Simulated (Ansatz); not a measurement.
Total energies of Cu(NH3)I (CuINH3) from Ansatz at PBE0-D4/def2-TZVP, gas phase (1 Eh = 27.2114 eV = 2625.5 kJ/mol). The reference geometry is relaxed at PBE-D4/def2-TZVP.

| state | geometry | energy (Eh) |
| --- | --- | --- |
| charge 0 singlet | reference | -1994.62187 |
| charge 1 doublet | reference | -1994.32183 |
| free Cu atom (doublet) | – | -1640.24417 |
| free N atom (quartet) | – | -54.54382 |
| free H atom (doublet) | – | -0.50104 |
| free I atom (doublet) | – | -297.69312 |

In the def2 sets I takes a core potential; there is no spin–orbit coupling.

(1) Work out the vertical ionisation energy to the doublet.

(2) What is the binding energy per atom against free atoms?

(1) E(charge 1 doublet) − E(charge 0 singlet) = -1994.32183 − (-1994.62187) = 0.30004 Eh = 8.16 eV. For comparison, −ε of the highest occupied level is 6.03 eV at this level, 2.13 eV less.

(2) Atoms: 1 × (-1640.24417) + 1 × (-54.54382) + 3 × (-0.50104) + 1 × (-297.69312) = -1993.98423 Eh. Binding: -1993.98423 − (-1994.62187) = 0.63764 Eh = 17.35 eV, or 2.89 eV for each of 6 atoms (no zero-point energy, no counterpoise term).
